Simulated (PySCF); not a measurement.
## Static response to an electric field

[InF4]- (charge -1).
Cartesian coordinates in Å at the PBE0-D3(BJ)/def2-SVP level; atoms count from 1:
```
atom  x, y, z in Å
In1   -0.0026   -0.0012    0.0037
F2    -0.1640   -0.0642    1.9844
F3     1.9148    0.0008   -0.5190
F4    -0.8639    1.6571   -0.6724
F5    -0.8842   -1.5925   -0.7967
```

Level: B3LYP/def2-SVPD (PySCF), static field, nuclei fixed, core orbitals frozen in the response. The polarisability tensor in these axes (au):

```
x   38.49 -0.01 -0.05
y   -0.01 38.61  0.05
z   -0.05  0.05 38.65
```

**Question.** Diagonalise the tensor; give its mean and Δα, where Δα² is half the sum of the squared differences of the eigenvalues.

**Answer.** Principal values 38.48, 38.58 and 38.69 au; mean 38.58 au = 5.72 Å³ = 6.36 × 10⁻⁴⁰ C²·m²/J; Δα = 0.19 au (0 % of the mean). Point group Td makes the tensor isotropic, so any spread comes from the grid or from a geometry that is symmetric only within 0.08 Å.

**Question.** Form Σ f/ω² (atomic units) for the 10 lowest TDDFT singlets, given as eV and f, and set it beside the mean polarisability, which is this sum over all singlets: 6.54, 0.0001; 6.54, 0.0001; 6.55, 0.0001; 6.67, 0.0000; 6.67, 0.0000; 6.72, 0.1239; 6.72, 0.1237; 6.72, 0.1237; 7.83, 0.0406; 7.84, 0.0432.

**Answer.** They add up to 7.10 au, 18.4 % of the 38.58 au; the largest single term is 2.03 au, from the state at 6.72 eV. Terms in order: 0.00, 0.00, 0.00, 0.00, 0.00, 2.03, 2.03, 2.03, 0.49, 0.52 au. Higher excitations give the rest. The strengths listed sum to 0.455.

Geometry: PBE0-D3(BJ)/def2-SVP; no solvent, vibrations or thermal averaging. Atoms past krypton carry effective core potentials; spin–orbit coupling is left out. The geometry's basis has no diffuse functions.
